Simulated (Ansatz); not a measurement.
System: C₄H₅S, net charge -1, singlet state. It need not be the lowest isomer of its formula. Whether it binds its extra electron was not tested at this geometry. 
Geometry from a B3LYP-D3(BJ)/def2-TZVP (Ansatz, a quantum-chemistry and plane-wave program) optimisation:
SMILES: [C-]1CSCC=1
```xyz
10

C     -1.4020    -0.0637    -0.0788
C     -0.8343    -1.4091    -0.0553
C      0.4952    -1.4255     0.0190
C      1.2992    -0.1127     0.0720
S      0.1026     1.2581     0.0134
H     -1.9418     0.1794    -0.9973
H     -2.0411     0.1685     0.7765
H      1.0988    -2.3359     0.0472
H      1.8979    -0.0427     0.9891
H      1.9965    -0.0319    -0.7717
```
Charge -1, spin multiplicity 1.

Basis-set convergence of Hartree-Fock and MP2 correlation energies (hartree) with Ansatz. Correlated levels leave the core frozen unless marked. Spin-orbit coupling is left out. No relativistic terms. This anion needs diffuse functions, which these sets lack.

| basis | functions | E(HF) | E(corr, MP2) |
|---|---|---|---|
| cc-pV(D+d)Z | 104 | -551.82824 | -0.68346 |
| cc-pV(T+d)Z | 229 | … | … |

Question: Fill in the missing entries.

Answer: 
- cc-pV(T+d)Z, E(HF): -551.88891
- cc-pV(T+d)Z, E(corr, MP2): -0.84673
